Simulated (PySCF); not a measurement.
Cl₅Ta, SMILES [Cl][Ta+]([Cl])([Cl])([Cl])[Cl] (connectivity only; charge and spin as stated), charge +1, multiplicity 2.

The structure is a stationary point at B3LYP-D3(BJ)/def2-SVP. The spin state was assumed, not searched. The def2 effective core potentials stand for the cores of Ta; spin–orbit coupling is left out.

The numbers are results of TDA-PBE/def2-SVPD (PySCF), not measurements.

Vertical excitations. Gas-phase values at a fixed geometry.

```json
[
 {"state": "root 1", "energy (eV)": "1.20", "λ (nm)": "1035", "f": "0.000", "main pairs": "β HOMO→LUMO 100 %"},
 {"state": "root 2", "energy (eV)": "1.48", "λ (nm)": "838", "f": "0.000", "main pairs": "β HOMO−2→LUMO 100 %"},
 {"state": "root 3", "energy (eV)": "1.49", "λ (nm)": "832", "f": "0.004", "main pairs": "β HOMO−1→LUMO 98 %"},
 {"state": "root 4", "energy (eV)": "1.79", "λ (nm)": "694", "f": "0.000", "main pairs": "β HOMO−3→LUMO 100 %"},
 {"state": "root 5", "energy (eV)": "2.36", "λ (nm)": "525", "f": "0.013", "main pairs": "β HOMO−4→LUMO 84 %"},
 {"state": "root 6", "energy (eV)": "2.41", "λ (nm)": "514", "f": "0.000", "main pairs": "β HOMO−5→LUMO 100 %"},
 {"state": "root 7", "energy (eV)": "2.49", "λ (nm)": "498", "f": "0.005", "main pairs": "β HOMO−6→LUMO 98 %"},
 {"state": "root 8", "energy (eV)": "2.57", "λ (nm)": "483", "f": "0.002", "main pairs": "β HOMO−7→LUMO 95 %"},
 {"state": "root 9", "energy (eV)": "3.18", "λ (nm)": "390", "f": "0.000", "main pairs": "β HOMO−8→LUMO 96 %"},
 {"state": "root 10", "energy (eV)": "3.39", "λ (nm)": "365", "f": "0.000", "main pairs": "α HOMO→LUMO 93 %"}
]
```
Unrestricted roots are not spin-pure.
